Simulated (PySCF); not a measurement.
**Checking a proposed structure**

A compound C9H10 gives the data below (simulated from a calculation) and was assigned the structure `C=CC/C=C1/C=CC1=C`.

¹³C{¹H} NMR (computed): δ 155.5 (CH), 150.0 (C), 144.6 (C), 134.1 (CH), 131.8 (CH2), 125.4 (C), 117.3 (CH), 66.8 (CH2), 21.0 (CH3).

¹H NMR (500 MHz, computed): δ 7.84 (s, 1H), 7.07 (d, 1H), 6.52 (d, 1H), 5.73 (m, 1H), 5.67 (m, 1H), 4.13 (m, 1H), 4.07 (m, 1H), 2.07 (s, 3H).

PySCF 2.14 calculation with structure optimised with GFN2-xTB and shielding tensors at PBE0/pcSseg-1 (GIAO); no relativistic terms, averaged over atoms made equivalent by symmetry, fast rotation or ring inversion, in vacuum, a single conformation.

Scale: ¹H (31.72 ppm) and ¹³C (186.93 ppm) vs TMS (reference shieldings calculated alike).

Question: Compare with the shifts computed for the proposed structure, pairing carbons in order of shift.

Answer: Mapped SMILES: `[CH2:1]=[CH:2][CH2:3]/[CH:4]=[C:5]1/[CH:6]=[CH:7][C:8]1=[CH2:9]`; H(Xn) means a hydrogen on atom n.

| atom | computed for proposal | given list | difference |
| --- | --- | --- | --- |
| C8 | 156.5 | 155.5 | +1.0 |
| C6 | 156.4 | 150.0 | +6.4 |
| C7 | 153.0 | 144.6 | +8.4 |
| C5 | 147.2 | 134.1 | +13.1 |
| C2 | 146.7 | 131.8 | +14.9 |
| C4 | 121.9 | 125.4 | -3.5 |
| C1 | 121.3 | 117.3 | +4.0 |
| C9 | 103.1 | 66.8 | +36.3 |
| C3 | 39.8 | 21.0 | +18.8 |

The rms difference is 15.6 ppm and the largest +36.3 ppm at C9 (terminal =CH2 carbon). The carbon types in order of shift don't match either: C, CH, CH, C, CH, CH, CH2, CH2, CH2 for the proposal against CH, C, C, CH, CH2, C, CH, CH2, CH3 in the data. The proposal doesn't fit.

Question: Which isomer fits?

Answer: SMILES C=C(C)/C=C/C1=CC1=C.

1. Carbon types of the structure: 3 × C, 3 × CH, 2 × CH2, 1 × CH3, which accounts for all hydrogens.
2. δC 155.5, 134.1, 117.3: alkene CH; the olefinic region.
3. δC 150.0, 144.6, 125.4: fully substituted alkene carbon; as expected for a trigonal carbon in a double bond.
4. δC 131.8, 66.8: terminal =CH2 carbon.
5. δH 7.84, 7.07, 6.52: hydrogen on an alkene CH; attached to an sp2 carbon and in the plane of the double bond.

Other isomers checked: C=C/C=C1C=CC\1=C\C (rms 18.4 ppm); C=Cc1ccccc1C (rms 19.8 ppm).

The data come from this structure; uniqueness wasn't tested.

Shifts are as computed. Against solution values, carbons near 30 ppm lie about +3 ppm off and those near 130 ppm about +5 ppm. Of 1211 compounds with measured shifts, 218 miss one by over three times the rms of a fit or turn the order of signals round; such compounds aren't used in these exercises. Multiplicities follow the n + 1 count of equivalent neighbours, as no J values were calculated; m marks all less simple cases, F and P coupling included.
